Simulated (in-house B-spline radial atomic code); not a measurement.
Results of a calculation; reference values are marked as such.
## Correlation energy from the adiabatic connection: −Z exp(−kr)/r, Z = 2.22, k = 0.617

Two electrons in a singlet, external potential −Z exp(−kr)/r, Z = 2.22, k = 0.617 (atomic units). Full CI in B-splines (partial waves to l = 8, correlation up to 0.6 % small) with the density held fixed gives W(λ) = <V_ee>_λ − U, and E_c is the integral of W(λ) − W(0) from 0 to 1.

```csv
λ,W(λ) − W(0) (hartree)
0,0.00000
0.02,-0.00201
0.05,-0.00498
0.12,-0.01176
0.25,-0.02382
0.4,-0.03690
0.6,-0.05311
0.8,-0.06804
1,-0.08183
```

Integrate the table by the trapezoid rule.

The strips give -0.00002, -0.00010, -0.00059, -0.00231, -0.00455, -0.00900, -0.01212, -0.01499, which sum to -0.04368 hartree. The direct value, W(1) − W(0) + T_c with T_c = 0.03806, is -0.04376; the curve is convex, so chords lie above it and the trapezoids fall short in size by 0.18 %.

Now use only three numbers: W(0) = -1.047, the initial slope W'(0) = -0.1007 (extrapolated from the first points) and the strong-coupling limit of the point-charge-plus-continuum model, W∞ = -1.5036. What do second-order theory and the interpolation W(λ) = W∞ + (W(0) − W∞)/√(1 + 2χλ) of Seidl, Perdew and Levy give?

Second order keeps the slope alone: E_c = W'(0)/2 = -0.05035, +15 % in size against -0.04376. Matching the slope fixes χ = W'(0)/(W∞ − W(0)) = -0.1007/(-0.45660) = 0.22054. Integrating, with s = √(1 + 2χ) = 1.200453, E_c = −(W(0) − W∞)(s − 1)/(s + 1) = −0.45660 × 0.200453/2.200453 = -0.04159 hartree, -4.9 % in size against the full result. At λ = 1 the formula gives W − W(0) = -0.07624 against -0.08183. Part of the miss can come from the model's W∞.
